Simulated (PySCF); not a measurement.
Structure revision by computed shifts

A compound C6H9NOSi gives the data below (simulated from a calculation) and was assigned the structure `C=CCO[SiH2]/C=C\C#N`.

¹³C{¹H} NMR (computed): δ 148.1 (CH, 2C), 126.6 (C), 124.7 (CH2, 2C), 86.3 (CH).

¹H NMR (500 MHz, computed): δ 6.31 (m, 2H), 5.61 (m, 2H), 5.53 (m, 2H), 4.90 (s, 2H), 4.49 (t, 1H).

Theoretical values (PySCF 2.14.0 with density-fitted response routines): NMR shieldings at PBE0/pcSseg-1/GIAO, coordinates at the GFN2-xTB level. Relativity neglected, equivalent nuclei averaged, one computed conformer, in vacuum.

Shifts are taken against calculated references (same method and geometry level): ¹H and ¹³C against TMS.

(1) Compare with the shifts computed for the proposed structure, pairing carbons in order of shift.

(2) Which isomer fits?

Answers

(1) Structure with atom numbers: `[CH2:1]=[CH:2][CH2:3][O:4][SiH2:5]/[CH:6]=[CH:7]\[C:8]#[N:9]`. Each H is labelled by its parent atom.

| atom | computed for proposal | given list | difference |
| --- | --- | --- | --- |
| C6 | 170.3 | 148.1 | +22.2 |
| C2 | 144.3 | 148.1 | -3.8 |
| C1 | 127.3 | 126.6 | +0.7 |
| C8 | 127.1 | 124.7 | +2.4 |
| C7 | 120.7 | 124.7 | -4.0 |
| C3 | 70.2 | 86.3 | -16.1 |

The rms difference is 11.5 ppm and the largest +22.2 ppm at C6 (alkene CH). The proposal also would give 6 carbon signals, not 4. The carbon types in order of shift don't match either: CH, CH, CH2, C, CH, CH2 for the proposal against CH, CH, C, CH2, CH2, CH in the data. The proposal doesn't fit.

(2) SMILES C=CC(C=C)O[SiH2]C#N.

Carbon types of the structure: 1 × C, 3 × CH, 2 × CH2, leaving 2 H on heteroatoms. δC 148.1: alkene CH; as expected for a trigonal carbon in a double bond. δC 126.6: nitrile carbon; this is the usual window of a C≡N carbon, which has no attached hydrogen. δC 124.7: terminal =CH2 carbon; an sp2 carbon of a C=C bond. δC 86.3: allylic sp3 CH bonded to O; deshielded by the electronegative neighbour.

The shifts were computed for this structure.

Shifts are as computed. Against solution values, carbons near 30 ppm lie about +3 ppm off and those near 130 ppm about +5 ppm. Of 1211 compounds with measured shifts, 218 miss one by over three times the rms of a fit or turn the order of signals round; such compounds aren't used in these exercises. No couplings were computed; multiplicities are counted from neighbouring protons, with m where these are inequivalent, close in shift, in a saturated or five-membered ring or joined by F or P, and br s for small geminal =CH2 splittings.
